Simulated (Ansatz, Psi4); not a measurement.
Input for Psi4:
```
memory 2 GB

molecule mol {
0 3
  In   -0.233987   -0.361527   -0.556909
  C     2.163820    0.408895   -0.094754
  C     2.515717    1.709876   -0.747610
  H     2.641103   -0.453263   -0.557936
  H     2.285673    0.400995    0.983084
  H     1.998319    2.539739   -0.269278
  H     2.258036    1.698302   -1.808308
  H     3.592112    1.906875   -0.674611
  C    -0.495916   -2.454854    0.675383
  C    -0.978581   -2.084394    2.059532
  H     0.498509   -2.903781    0.703725
  H    -1.186374   -3.133317    0.173280
  H    -1.977828   -1.647009    2.018744
  H    -0.306857   -1.357855    2.521265
  H    -1.025727   -2.959585    2.716320
  C    -0.665832    1.627247    1.026509
  C    -1.213811    2.716818    0.155054
  H     0.223344    1.905763    1.578472
  H    -1.411382    1.160331    1.664864
  H    -2.080169    2.366804   -0.411008
  H    -0.459817    3.072281   -0.548635
  H    -1.535948    3.577005    0.753861
}

set basis sto-3g
set reference uhf
set scf_type pk
set puream true
set d_convergence 1e-8

energy('scf')
print_variables()
```

### Question
Convert this to an input for Ansatz (a program for electronic structure).

### Answer
Several could match; the one computed here: 
Ansatz 0.2 input:
```yaml
crystal:
  periodic: [false, false, false]
  atoms:
    - {symbol: In, position_ang: [-0.23398741, -0.36152694, -0.55690864]}
    - {symbol: C, position_ang: [2.16381966, 0.40889531, -0.09475373]}
    - {symbol: C, position_ang: [2.51571723, 1.70987648, -0.74761026]}
    - {symbol: H, position_ang: [2.64110285, -0.45326256, -0.55793624]}
    - {symbol: H, position_ang: [2.28567277, 0.40099473, 0.98308425]}
    - {symbol: H, position_ang: [1.99831936, 2.53973899, -0.26927802]}
    - {symbol: H, position_ang: [2.25803581, 1.69830154, -1.80830774]}
    - {symbol: H, position_ang: [3.59211231, 1.90687548, -0.67461138]}
    - {symbol: C, position_ang: [-0.49591561, -2.45485353, 0.67538283]}
    - {symbol: C, position_ang: [-0.97858066, -2.08439410, 2.05953176]}
    - {symbol: H, position_ang: [0.49850946, -2.90378075, 0.70372527]}
    - {symbol: H, position_ang: [-1.18637427, -3.13331750, 0.17328037]}
    - {symbol: H, position_ang: [-1.97782826, -1.64700889, 2.01874353]}
    - {symbol: H, position_ang: [-0.30685733, -1.35785533, 2.52126457]}
    - {symbol: H, position_ang: [-1.02572651, -2.95958466, 2.71632037]}
    - {symbol: C, position_ang: [-0.66583161, 1.62724689, 1.02650925]}
    - {symbol: C, position_ang: [-1.21381092, 2.71681817, 0.15505427]}
    - {symbol: H, position_ang: [0.22334432, 1.90576306, 1.57847157]}
    - {symbol: H, position_ang: [-1.41138158, 1.16033134, 1.66486430]}
    - {symbol: H, position_ang: [-2.08016909, 2.36680371, -0.41100790]}
    - {symbol: H, position_ang: [-0.45981656, 3.07228126, -0.54863506]}
    - {symbol: H, position_ang: [-1.53594834, 3.57700467, 0.75386113]}
basis:
  gaussian:
    orbitals: STO-3G
hamiltonian:
  xc: hf
magnetization: {spin_polarized: true, initial_magnetization: 2}
accuracy: high
```

Both were run: Psi4 gave -5915.911147 Eh and Ansatz -5915.911147 Eh, 0.000 mEh apart.
